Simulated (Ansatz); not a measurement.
Total energies of GeMe2H2 (C2H8Ge) from Ansatz at r2SCAN-D4/def2-TZVP, gas phase (1 Eh = 27.2114 eV = 2625.5 kJ/mol). The reference geometry is relaxed at PBE-D4/def2-SVP.

Cartesian coordinates in Å:
```
Ge -0.4613 0.3820 0.4877
C 0.5644 -1.2364 0.9450
H 0.3966 -1.5206 2.0022
H 1.6482 -1.0597 0.7968
H 0.2551 -2.0829 0.3005
C -0.1441 0.8883 -1.3894
H -0.7196 1.7973 -1.6524
H -0.4543 0.0682 -2.0667
H 0.9319 1.0936 -1.5561
H -0.0368 1.5520 1.4239
H -1.9801 0.1182 0.7084
```

```csv
state,geometry,energy (Eh)
charge 0 singlet,reference,-2157.99951
charge 1 doublet,reference,-2157.61558
free Ge atom (triplet),–,-2076.90335
free C atom (triplet),–,-37.83292
free H atom (doublet),–,-0.49993
```

Question: Work out the vertical ionisation energy to the doublet.

Answer: E(charge 1 doublet) − E(charge 0 singlet) = -2157.61558 − (-2157.99951) = 0.38393 Eh = 10.45 eV. For comparison, −ε of the highest occupied level is 7.53 eV at this level, 2.92 eV less.

Question: What is the binding energy per atom against free atoms?

Answer: Atoms: 1 × (-2076.90335) + 2 × (-37.83292) + 8 × (-0.49993) = -2156.56863 Eh. Binding: -2156.56863 − (-2157.99951) = 1.43088 Eh = 38.94 eV, or 3.54 eV for each of 11 atoms (no zero-point energy, no counterpoise term).
